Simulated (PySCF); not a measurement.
C₂H₆AlF, SMILES [CH3][Al]([CH3])[F] (connectivity only; charge and spin as stated), charge +1, multiplicity 2.

The structure is a stationary point at PBE-D3(BJ)/def2-SVP. The multiplicity is an assumed one; other spin states were not compared. The isomer is the one that the SMILES or the coordinates give; other isomers of the formula were not compared.

Computed with PBE-D3(BJ)/def2-SVP (PySCF).

Frequencies are harmonic and unscaled.

```
mode  ν (cm⁻¹)  IR (km/mol)  moving atoms (share of kinetic energy)
----  --------  -----------  --------------------------------------
1           14          0.0                                  H 99 %
2           36          0.2                                  H 94 %
3          124          0.6         F 44 %, Al 28 %, C 16 %, H 13 %
4          136          0.1          C 54 %, H 24 %, Al 13 %, F 9 %
5          166         22.0          Al 56 %, H 18 %, F 17 %, C 9 %
6          442          0.4                   C 62 %, H 25 %, F 9 %
7          450         52.7                         C 62 %, Al 33 %
8          542          0.0                          H 90 %, C 10 %
9          563         61.1                          H 81 %, C 11 %
10         599          3.5                          H 81 %, C 13 %
11         620         40.4                          H 88 %, C 11 %
12         907         70.6                         F 52 %, Al 46 %
13         945        244.0                           H 88 %, C 9 %
14        1102          7.3                          H 80 %, C 19 %
15        1284          0.4                                  H 92 %
16        1284         31.5                           H 92 %, C 8 %
17        1333          0.0                                  H 94 %
18        1339         18.4                                  H 93 %
19        2945        132.3                                  H 98 %
20        2949          5.2                                  H 98 %
21        3086         63.7                          H 90 %, C 10 %
22        3088          0.0                          H 90 %, C 10 %
23        3160         14.1                          H 90 %, C 10 %
24        3162         34.9                          H 90 %, C 10 %
```
